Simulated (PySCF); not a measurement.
# Löwdin shares of the frontier orbitals

Compound: C5H9FOSi.
Structure used (GFN2-xTB), in Å, numbered top down from 1:
```xyz
17
C5H9FOSi angstrom
C     -3.0487    0.9393    0.1620
C     -1.9169    0.5367    0.7108
C     -1.4007   -0.8593    0.6514
Si     0.0705   -1.0096   -0.5423
O      1.2405   -0.1730    0.2400
C      2.5199    0.0413   -0.0995
C      3.3263    0.7708    0.6560
F      4.6077    0.9655    0.2956
H     -3.6977    0.2535   -0.3591
H     -3.3798    1.9626    0.2139
H     -1.2810    1.2438    1.2271
H     -1.0940   -1.1782    1.6488
H     -2.1892   -1.5313    0.3162
H     -0.1977   -0.3979   -1.8458
H      0.4915   -2.4019   -0.7229
H      2.8759   -0.4080   -1.0177
H      3.0665    1.2580    1.5816
```

Method used: PySCF 2.14.0, density-fitted response routines, TDDFT wB97X-D/def2-SVPD, vertical, gas phase, core orbitals frozen in the response.

Kohn–Sham orbitals with the atoms that hold most of them (Löwdin shares over 4%, at most four atoms; ? is withheld):

| orbital | ε (eV) | atoms |
| --- | --- | --- |
| HOMO-3 | -11.52 | Si4 28%, H14 24%, O5 12%, H15 11% |
| HOMO-2 | -11.33 | O5 27%, C3 14%, Si4 11%, C2 10% |
| HOMO-1 | -9.17 | ? |
| HOMO | -8.66 | ? |
| LUMO | ? | Si4 20%, C2 17%, C1 16%, C3 8% |
| LUMO+1 | 2.12 | Si4 22%, C1 10%, C3 9%, H15 8% |
| LUMO+2 | 2.25 | C6 22%, C7 20%, Si4 20%, O5 6% |

**Question.** Give the leading atoms of the HOMO-1.

**Answer.** C1 (bonded to C and 2 H) 35%; C2 (bonded to 2 C and H) 30%; C3 (bonded to C, Si and 2 H) 13%; Si4 (bonded to C, O and 2 H) 7%. By element: carbon 77% or more, silicon 7%.

**Question.** Give the leading atoms of the HOMO.

**Answer.** C7 (bonded to C, F and H) 30%; C6 (bonded to C, O and H) 25%; O5 (bonded to C and Si) 23%; F8 (bonded to C) 14%. By element: carbon 55% or more, oxygen 23%, fluorine 14%.

**Question.** What is the LUMO energy, and the HOMO–LUMO gap?

**Answer.** ε(LUMO) = 1.58 eV; the gap is 10.24 eV (0.3763 hartree).

**Question.** How does S1 compare with the orbital gap of 10.24 eV?

**Answer.** S1 is at 6.24 eV (f = 0.0026), 3.99 eV below the gap, made of HOMO→LUMO (66%), HOMO→LUMO+3 (11%), HOMO→LUMO+1 (9%). Without the coupling terms of the response equations the lowest excitation would equal the gap.

Next come S2 at 6.71 eV (f 0.451), HOMO-1→LUMO (76%), HOMO→LUMO+2 (8%); S3 at 6.86 eV (f 0.248), HOMO→LUMO+2 (39%), HOMO→LUMO+1 (27%), HOMO-1→LUMO (16%); S4 at 6.94 eV (f 0.041), HOMO→LUMO+5 (40%), HOMO→LUMO+2 (26%), HOMO→LUMO+3 (10%); S5 at 7.24 eV (f 0.046), HOMO-1→LUMO+1 (62%), HOMO-1→LUMO+2 (11%).

One conformer stands for the species.
